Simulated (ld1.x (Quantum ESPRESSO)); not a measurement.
**What one change does to a pseudopotential (molybdenum, TM)**

Mo, norm-conserving Troullier–Martins (Kleinman–Bylander form), made with ld1.x (Quantum ESPRESSO) 7.5 (revPBE, scalar-relativistic). Core [Kr], reference 4d5.5 5s0.5 5p0. Waves: 5s (bound): rc 2.60 bohr; 5p (bound, empty): rc 4.20 bohr; 4d (bound): rc 1.60 bohr. Local part: all-electron potential smoothed inside 1.30 bohr (lloc = -1). Core correction: none.

Change: wave 4d (bound): rc 1.60 bohr becomes 4d (bound): rc 1.22 bohr.

Cutoffs: the cutoffs (Ry, on a coarse ladder) from which the occupation-weighted sum of valence levels, in a spherical-Bessel basis at the reference potential, stays within 10 and 1 mRy of its value at 400 Ry; they do not see the model core or the augmentation charge, which bear on the density cutoff. Errors are all-electron minus pseudo energies relative to the spin-unpolarised reference configuration.

How do hardness, ghosts and transferability respond?

The potential gets harder (40 Ry and 50 Ry → 70 Ry and 100 Ry); both files keep a bound ghost (p, s); of the 6 tests that both files solve, the error grows in 1 and shrinks in 0 by more than 15 % and 0.3 meV (median size 25.2 → 26.4 meV). A smaller radius makes the pseudo-wave follow the all-electron one further in, where it bends more sharply, so more plane waves are needed.

| quantity | base | changed |
| --- | --- | --- |
| cutoff, loose | 40 Ry | 70 Ry |
| cutoff, tight | 50 Ry | 100 Ry |
| loose cutoff by channel (10 mRy a level) | s 6 Ry, d 35 Ry | s 6 Ry, d 40 Ry |
| bound ghosts | s, p | s, p |
| tests counted (converged, no solver errors) | 6 of 7 | 6 of 7 |
| error for 4d5 5s1 5p0, meV [ΔE -0.26 eV] | -5.6 | -5.4 |
| error for 4d5 5s0 5p0, meV [ΔE 6.51 eV] | +18 | +18 |
| error for 4d4 5s0 5p0, meV [ΔE 21.88 eV] | +32 | +34 |
| error for 4d5 5s0.5 5p0, meV [ΔE 2.41 eV] | +0.4 | +0.8 |
| error for 4d4 5s2 5p0, meV [ΔE -0.04 eV] | -66 | -66 |
| error for 4d2 5s0 5p0, meV [ΔE 87.99 eV] | -303 | -304 |
| s: phases at 4.57 bohr within 0.05 rad from the reference energy up to (Ry; the scan ends near 5) | 0.6 | 0.6 |
| p: phases at 4.57 bohr within 0.05 rad from the reference energy up to (Ry; the scan ends near 5) | 1.0 | 1.0 |
| d: phases at 4.57 bohr within 0.05 rad from the reference energy up to (Ry; the scan ends near 5) | 2.6 | 2.6 |

Base: Tests not counted: 4d4 5s1 5p1 (solver errors, printed error -10.3 eV). Changed file: Tests not counted: 4d4 5s1 5p1 (solver errors, printed error -9.3 eV). These tests converged, but a pseudo level misses the all-electron one widely, so the file describes the atom poorly there or has found another state: 4d4 5s0 5p0: empty 5s by 2.4 eV (a node warning on the way). A true bound ghost makes a file unfit for plane-wave use even where its test errors are small: the radial tests pick states by their node count and pass the ghost by. Where a test does run into it, the solver fails or the error is huge.
